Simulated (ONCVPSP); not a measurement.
# antimony (Sb), ONCV: configuration errors across variants

ONCVPSP 4.0.1 input, shortened (lines: element, Z, core and valence counts, functional; n l f; lmax; l rc ep ncon nbas qcut; lloc lpopt rc5 dvloc0; l nproj debl; icmod fcfact rcfact), LDA (Perdew-Zunger), non-relativistic:

```
  Sb 51.00    8    3        3      upf
    1    0    2.00
    2    0    2.00
    2    1    6.00
    3    0    2.00
    3    1    6.00
    3    2   10.00
    4    0    2.00
    4    1    6.00
    4    2   10.00
    5    0    2.00
    5    1    3.00
    2
    0    1.70    0.00    5   10    3.90
    1    2.55    0.00    4    8    3.90
    2    1.20    0.00    4    9   11.20
    4    4    0.95    0.00
    0    2    3.30
    1    2    1.30
    2    2    2.50
    3    3.75    1.00
```

All-electron excitation energies from the reference (eV): (1) 4d10 5s2 5p2 8.562; (2) 4d10 5s2 5p1 24.797; (3) 4d10 5s2 5p0 49.486; (4) 4d10 5s1 5p4 7.159.

4 further variants failed, have other tests or another functional or relativity, and are left out.

A true bound ghost makes a file unfit for plane-wave use even where its test errors are small: the radial tests pick states by their node count and pass the ghost by.

Errors AE − PS in meV (a dash: test not solved or not reliable):

| change | (1) | (2) | (3) | (4) | bound ghosts | GHOST(+) flags above zero |
| --- | --- | --- | --- | --- | --- | --- |
| base | -0.2 | -0.3 | +1.2 | +0.8 | s, p | s |
| d: nproj 0; local potential the d channel | -0.1 | 0.0 | +1.2 | +0.9 | s, p | s |
| d: ncon 3, nbas 8 | -0.2 | -0.2 | +1.2 | +0.9 | s, p | s |
| p: debl 4.85 | +1.0 | +3.4 | +1.2 | +1.2 | s | s, p |
| s: nproj 3 | -0.2 | -0.1 | +1.9 | +0.9 | s, p | s |
| core correction Teter function, fcfact 4.25, rcfact 1.35 | -0.3 | -0.5 | 0.0 | +0.7 | s, p | s |
| core correction Teter function, fcfact 6.7, rcfact 1 | -0.2 | -0.3 | +1.1 | +0.8 | s, p | s |

**Question.** Give the same row for: p: nbas 9.

**Answer.** -0.3, -1.2, -2.4, +1.3; bound ghosts: s, p; GHOST(+) flags above zero: s.
